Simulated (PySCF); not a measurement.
C3H9FSi, SMILES C[Si](C)(C)F (PBE0/def2-SVP optimised geometry):

```
14

C      1.634    -0.643     0.000
Si    -0.234    -0.643     0.000
C     -0.931    -1.674    -1.394
C     -0.932     1.090     0.000
F     -0.710    -1.350     1.403
H      2.031    -0.175    -0.915
H      2.028    -0.085     0.864
H      2.028    -1.670     0.052
H     -2.031    -1.712    -1.344
H     -0.652    -1.256    -2.374
H     -0.554    -2.707    -1.347
H     -0.661     1.627    -0.923
H     -0.549     1.670     0.854
H     -2.031     1.072     0.069
```

Computed with PBE0/def2-TZVP (PySCF).

Question: What are the frontier orbital energies and the dipole moment?

Answer: HOMO-2 -10.86 eV, HOMO-1 -8.62 eV, HOMO -8.62 eV, LUMO 0.87 eV, LUMO+1 1.67 eV; dipole moment 1.95 D.

Meta-Löwdin charges at PBE0/def2-TZVP: C1 -0.63, Si2 1.22, C3 -0.63, C4 -0.63, F5 -0.52, H6 0.13, H7 0.13, H8 0.13, H9 0.13, H10 0.13, H11 0.13, H12 0.13, H13 0.13, H14 0.13.
